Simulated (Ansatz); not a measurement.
Nb₆⁻, relaxed as a doublet with UKS PBE-D4/def2-SVPD in Ansatz, starting from the GFN1-xTB geometry. Force threshold 0.02 eV/Å.

In the def2 sets Nb takes a core potential; there is no spin–orbit coupling. The highest occupied level of the charge -1 doublet lies above zero (up to 0.21 eV). It is a level of β spin, whose loss leaves a triplet; that state wasn't run at this geometry and level. The electron is either unbound and held by the finite basis, or the level is raised by self-interaction error. The relaxation made no stability test and no search for a lower SCF solution. No other spin state of charge -1 was run. The structure comes from a short search, and lower isomers may exist.

Start:

```xyz
6

Nb    2.1165    1.3503   -1.6290
Nb    0.0502   -0.0621   -0.7798
Nb   -0.1562    0.1908    2.2141
Nb   -1.9028   -1.2974    0.9133
Nb   -1.8784   -1.6424   -1.6557
Nb    1.7706    1.4608    0.9371
```

```
        step  energy (eV)  largest force component (eV/Å)  SCF passes
           1   -9299.5398                           3.400         184
           2   -9301.0635                           1.911          76
           3   -9301.6271                           1.280          81
4 (rejected)   -9301.6268                           1.430          50
           5   -9301.7340                           0.729          54
           6   -9301.8318                           0.446          60
           7   -9301.8618                           0.317          58
8 (rejected)   -9301.8618                           0.450          69
           9   -9301.8761                           0.096          62
          10   -9301.8794                           0.100          52
          11   -9301.8874                           0.181          71
          13   -9301.9859                           0.592          68
          15   -9302.2992                           0.644          57
          17   -9302.8645                           0.618          64
          19   -9303.8704                           0.665          55
          21   -9304.4149                           0.858          56
          23   -9304.6839                           0.512          64
          25   -9304.7410                           0.311          52
          27   -9304.7604                           0.237          61
          29   -9304.7872                           0.255          54
          31   -9304.7962                           0.040          49
          32   -9304.7965                           0.004          43
```

Force components are those of the run's own axes.

End:

```xyz
6

Nb    1.383   -0.183   -1.338
Nb   -1.033    1.113   -0.331
Nb   -0.543    0.634    2.012
Nb   -0.457   -1.358    0.603
Nb   -0.981   -0.884   -1.733
Nb    1.631    0.677    0.786
```

Bonds formed: Nb1–Nb4, Nb1–Nb5, Nb4–Nb6 (atoms count from 1).

No frequencies were taken in this run, so the end may be a saddle point.

Hardware: 4 threads of Arm Neoverse V1 on a shared host. Wall time 6.8 min.
